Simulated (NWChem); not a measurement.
Species: SOF anion

```xyz
3

O     -0.6075     1.2608     0.0000
S      0.5010     0.1719     0.0000
F     -0.3508    -1.4264     0.0000
```
Atoms are numbered in this order, from 1.

Computed with NWChem. Sets without diffuse functions describe the anion's extra electron poorly. The geometry was optimised at B3LYP/def2-SVPD. The highest occupied level is positive in some or all of these runs, so the extra electron may be held by the finite basis. Level M06-L/def2-SVP: energy and gradient on several grids; changes count from the extra-fine grid, which is no exact limit either.

| grid | size of the energy change (μHa) | largest change of a gradient component (μHa/bohr) |
|---|---|---|
| xcoarse | 5000 | 1000 |
| coarse | 100 | 600 |
| medium | 30 | 100 |
| fine | < 10 | 40 |
| xfine | < 10 | < 30 |
